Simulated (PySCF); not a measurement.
# Static response to an electric field

Compound: C6H7N3O.
Geometry (PBE0-D3(BJ)/def2-SVP, Å), atoms numbered from 1 in this order:
```xyz
17
C6H7N3O angstrom
C      2.7195   -1.2307   -0.6028
C      1.4643   -0.4367   -0.4962
N      1.3801    0.6753   -1.2376
N      0.2914    1.3936   -1.1509
C     -0.6980    1.0157   -0.3475
C     -1.8651    1.9329   -0.3584
O     -2.8694    1.7769    0.2882
C     -0.5999   -0.1663    0.4279
C     -1.6741   -0.6447    1.3411
N      0.5113   -0.8810    0.3316
H      2.4823   -2.2833   -0.8149
H      3.2531   -1.2114    0.3604
H      3.3649   -0.8178   -1.3862
H     -1.7130    2.8017   -1.0435
H     -1.3633   -1.5952    1.7910
H     -1.8752    0.0996    2.1261
H     -2.6242   -0.7638    0.8005
```

Level: CAM-B3LYP/def2-SVPD (PySCF), static field, nuclei fixed, core orbitals frozen in the response. The polarisability tensor in these axes (au):

```
x   118.83 -20.40 -18.10
y   -20.40  90.27 -11.55
z   -18.10 -11.55  76.30
```

Question: Give the principal values, the mean and the anisotropy Δα = √{½[(α1 − α2)² + (α2 − α3)² + (α1 − α3)²]}.

Answer: Principal values 58.40, 95.20 and 131.80 au; mean 95.13 au = 14.10 Å³ = 15.69 × 10⁻⁴⁰ C²·m²/J; Δα = 63.57 au (67 % of the mean).

Question: What is the dipole moment, and where does it point?

Answer: (0.92, -1.83, 0.85) D, 2.21 D in size, pointing from the negative to the positive side. Measured along this direction, the outermost atoms are H14 at the negative end and H11 and H12 at the positive end.

Question: What molar refraction does this α imply?

Answer: Lorentz–Lorenz: R = (4π/3)N_A α = 2.5225 cm³/(mol·Å³) × 14.10 Å³ = 35.6 cm³/mol, in the limit of long wavelengths.

Question: What are the principal values of the traceless quadrupole moment, Θ = ½Σq(3rr − r²1), about the centre of nuclear charge?

Answer: -6.39, 0.68, 5.71 D·Å. The values depend on the origin, since the dipole doesn't vanish. The electronic extent ⟨r²⟩ about the same centre is 1469 bohr², a root-mean-square distance of 2.39 Å for the 72 electrons.

Question: In a dilute gas of rigid molecules at 500 K, how does the orientational term μ²/3kT compare with the electronic polarisability?

Answer: In Gaussian units μ²/3kT = 23.63 Å³ against 14.10 Å³, a ratio of 1.68; the Debye molar polarisation (4π/3)N_A(α + μ²/3kT) is 95.2 cm³/mol, leaving out the vibrational part.

Question: Find the Langevin capture rate constant for H3+ (3.023 u) meeting this molecule (137.059 u), k = 2.342 × 10⁻⁹ cm³/s × √(α in Å³ / reduced mass in u).

Answer: The reduced mass is 2.96 u, so k = 5.11 × 10⁻⁹ cm³/s. The formula leaves out the permanent dipole, which adds to the capture rate.

Question: What would n − 1 = 2πNα be for an ideal gas of these molecules at 298.15 K and 1 atm, electronic part alone?

Answer: N = p/kT = 2.4615 × 10¹⁹ cm⁻³, so n − 1 = 2π × N × 14.10 × 10⁻²⁴ cm³ = 2180 × 10⁻⁶ at long wavelengths.

Isolated species at its PBE0-D3(BJ)/def2-SVP geometry (one conformer only).
